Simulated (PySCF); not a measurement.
SMILES C[Si](C)(C)CC[Si](Cl)(Cl)Cl (GFN2-xTB optimised geometry):

```
23

C      2.356     0.435    -1.551
Si     1.725    -0.480     0.000
C      2.353     0.400     1.573
C      2.321    -2.291    -0.021
C     -0.193    -0.480     0.000
C     -0.791     0.932     0.000
Si    -2.696     0.939     0.016
Cl    -3.411    -0.040    -1.604
Cl    -3.405     2.840    -0.010
Cl    -3.380     0.017     1.682
H      1.921     0.026    -2.458
H      3.435     0.354    -1.642
H      2.114     1.493    -1.519
H      1.917    -0.031     2.469
H      2.110     1.458     1.565
H      3.432     0.317     1.663
H      1.980    -2.810    -0.911
H      1.952    -2.840     0.840
H      3.405    -2.347    -0.004
H     -0.559    -1.022     0.872
H     -0.561    -1.022    -0.872
H     -0.415     1.475     0.869
H     -0.429     1.469    -0.878
```

Computed with CAM-B3LYP/def2-SVP run with PySCF 2.14.0.

### Question
What are the frontier orbital energies and the dipole moment?

### Answer
HOMO-2 -9.90 eV, HOMO-1 -9.90 eV, HOMO -9.11 eV, LUMO 1.98 eV, LUMO+1 2.26 eV; dipole moment 2.19 D.

Meta-Löwdin charges at CAM-B3LYP/def2-SVP: C1 -0.55, Si2 0.92, C3 -0.55, C4 -0.55, C5 -0.41, C6 -0.40, Si7 0.93, Cl8 -0.26, Cl9 -0.26, Cl10 -0.26, H11 0.11, H12 0.11, H13 0.11, H14 0.11, H15 0.11, H16 0.11, H17 0.11, H18 0.11, H19 0.11, H20 0.10, H21 0.10, H22 0.11, H23 0.11.
